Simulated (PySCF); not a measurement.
Gas-phase reaction: 3 Si(OH)₄ + 3 H₂O → (H₂SiO)₃ + 6 H₂O₂

Energies from PySCF, thermal terms from the rigid-rotor harmonic-oscillator model, ideal gas at 1 bar. † marks an energy on the PBE0/def2-TZVP geometry and frequencies. All species are closed-shell singlets. (H₂SiO)₃: computed as isolated molecules; such fragments, hydroxides, amides, oligomers or adducts are transient or little studied in the gas.

PBE0/def2-SVP† gives ΔH°(298 K) = 2493 kJ.

### Question
What do ωB97M-V/def2-TZVP†, HF/def2-TZVP†, LDA/def2-TZVP† give?

### Answer
ωB97M-V/def2-TZVP†: 2662 kJ; HF/def2-TZVP†: 2803 kJ; LDA/def2-TZVP†: 2640 kJ. For scale, ΔH°(298 K) is 2493 kJ at this level, 2662 kJ at ωB97M-V/def2-TZVP†, and runs from 1961 to 2836 kJ over the 18 levels computed.
